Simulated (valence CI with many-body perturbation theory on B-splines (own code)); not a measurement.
Results of a calculation; reference values are marked as such.
**From CI to CI+MBPT in Hf50+**

Method: valence CI with perturbative core correlation (CI+MBPT): four valence electrons over a frozen Dirac-Fock core [Ar], a basis of 9 s, 9 p, 10 d, 8 f, 5 g, 3 h, 1 i functions for each j, with the one-electron correlation potential Σ1 (screened to all orders), the two-electron term Σ2, the three-electron term Σ3, Breit, model QED; selected single and double excitations, second order for the rest (own B-spline code, finite nucleus).

No measured spectrum was set against this ion. As an estimate, large intervals hold to a few tenths of a per cent, small ones and those within an open d or f shell to about a per cent. The list stops below the first excitations out of the core. Only levels of the ground parity were solved; by the run's estimate the other parity begins above the list, which can be wrong where configurations are misplaced.

Each rung adds one term. CI alone is the Dirac-Coulomb CI over the frozen core; QED comes last and gives the full result, which names the levels. Energies are above (3d3/2^4) J=0 on the same rung, in eV.

Levels are named by their leading jj configuration (3d3/2^4 stands for four electrons in 3d with j = 3/2), which in mixed levels can hold well under half, so a name can repeat and another be missing. Letters in brackets count levels of one name in rising energy.

```csv
Level,CI alone
(3d3/2^3 3d5/2) J=1,55.95
(3d3/2^3 3d5/2) J=4,69.15
(3d3/2^3 3d5/2) J=2,71.19
(3d3/2^3 3d5/2) J=3,74.75
(3d3/2^2 3d5/2^2) J=0 [a],120.66
(3d3/2^2 3d5/2^2) J=2 [a],121.57
(3d3/2^2 3d5/2^2) J=4 [a],124.47
(3d3/2^2 3d5/2^2) J=3 [a],126.07
(3d3/2^2 3d5/2^2) J=5,130.80
(3d3/2^2 3d5/2^2) J=6,134.41
(3d3/2^2 3d5/2^2) J=1,134.61
(3d3/2^2 3d5/2^2) J=3 [b],138.63
(3d3/2^2 3d5/2^2) J=4 [b],139.46
(3d3/2^2 3d5/2^2) J=2 [b],140.72
(3d3/2^2 3d5/2^2) J=2 [c],152.32
(3d3/2^2 3d5/2^2) J=4 [c],158.15
```

Problem. What do these energies become with core correlation, Breit and QED?

Solution. (3d3/2^3 3d5/2) J=1 55.45 (-0.498); (3d3/2^3 3d5/2) J=4 67.02 (-2.126); (3d3/2^3 3d5/2) J=2 69.73 (-1.466); (3d3/2^3 3d5/2) J=3 73.09 (-1.658); (3d3/2^2 3d5/2^2) J=0 [a] 119.30 (-1.360); (3d3/2^2 3d5/2^2) J=2 [a] 120.09 (-1.477); (3d3/2^2 3d5/2^2) J=4 [a] 122.05 (-2.416); (3d3/2^2 3d5/2^2) J=3 [a] 124.01 (-2.062); (3d3/2^2 3d5/2^2) J=5 127.65 (-3.142); (3d3/2^2 3d5/2^2) J=6 130.42 (-3.993); (3d3/2^2 3d5/2^2) J=1 132.44 (-2.171); (3d3/2^2 3d5/2^2) J=3 [b] 135.68 (-2.952); (3d3/2^2 3d5/2^2) J=4 [b] 135.93 (-3.523); (3d3/2^2 3d5/2^2) J=2 [b] 137.77 (-2.948); (3d3/2^2 3d5/2^2) J=2 [c] 149.92 (-2.400); (3d3/2^2 3d5/2^2) J=4 [c] 155.05 (-3.094).

Problem. How does the ionisation energy move along the ladder, and which term matters most?

Solution. CI alone 4565.7, + Σ1 4568.3, + Σ2 4577.0, + Σ3 4577.2, + Breit 4572.9, + QED 4573.1 eV. The largest step is Σ2, 8.8 eV. NIST lists 4573 ± 4 eV (theoretical).
